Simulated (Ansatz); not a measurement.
Input file for Ansatz (a program for electronic structure): R-wB97X-V/def2-TZVPP on C6H18OSi2 (SMILES C[Si](C)(C)O[Si](C)(C)C).

Ansatz 0.2 input:
```yaml
crystal:
  periodic: [false, false, false]
  atoms:
    - {symbol: C, position_ang: [-2.19278646, 1.01469536, -2.03137469]}
    - {symbol: Si, position_ang: [-1.49817473, 0.18046603, -0.50152655]}
    - {symbol: C, position_ang: [-2.35036297, 0.82032784, 1.04857106]}
    - {symbol: C, position_ang: [-1.69040389, -1.68959497, -0.61778598]}
    - {symbol: O, position_ang: [0.12635957, 0.55966192, -0.42134306]}
    - {symbol: Si, position_ang: [1.55952061, 0.09125668, 0.29697058]}
    - {symbol: C, position_ang: [2.76468730, 1.51836290, 0.12434116]}
    - {symbol: C, position_ang: [2.21086130, -1.43815881, -0.58342343]}
    - {symbol: C, position_ang: [1.24207825, -0.29601623, 2.11269413]}
    - {symbol: H, position_ang: [-3.27205258, 0.81707326, -2.13961191]}
    - {symbol: H, position_ang: [-1.68624743, 0.65137929, -2.94015941]}
    - {symbol: H, position_ang: [-2.04958197, 2.10613546, -1.97928434]}
    - {symbol: H, position_ang: [-3.43477645, 0.62218175, 1.02142837]}
    - {symbol: H, position_ang: [-1.94096694, 0.33871817, 1.95138233]}
    - {symbol: H, position_ang: [-2.20674601, 1.90824776, 1.15206916]}
    - {symbol: H, position_ang: [-2.75074578, -1.97935484, -0.70423424]}
    - {symbol: H, position_ang: [-1.28013836, -2.18676564, 0.27681271]}
    - {symbol: H, position_ang: [-1.15815250, -2.08582303, -1.49787711]}
    - {symbol: H, position_ang: [2.37962965, 2.41975143, 0.62802694]}
    - {symbol: H, position_ang: [3.74351924, 1.27116667, 0.56747372]}
    - {symbol: H, position_ang: [2.92421336, 1.76771678, -0.93718479]}
    - {symbol: H, position_ang: [3.17733237, -1.76239396, -0.16300036]}
    - {symbol: H, position_ang: [2.35820774, -1.23736338, -1.65714517]}
    - {symbol: H, position_ang: [1.50312162, -2.27795497, -0.49140150]}
    - {symbol: H, position_ang: [2.17288493, -0.57998033, 2.63107795]}
    - {symbol: H, position_ang: [0.81771578, 0.57806563, 2.63302725]}
    - {symbol: H, position_ang: [0.53090433, -1.13160074, 2.22147718]}
basis:
  gaussian:
    orbitals: def2-TZVPP
hamiltonian:
  xc: {name: wB97X-V}
scf: {lower_state_search: off}
```

Problem. What total energy does the run end on?

Solution. -893.8379 hartree.

Problem. How many basis functions does it have, and what does it roughly cost on one machine?

Solution. 553 functions; roughly 60 core-seconds.
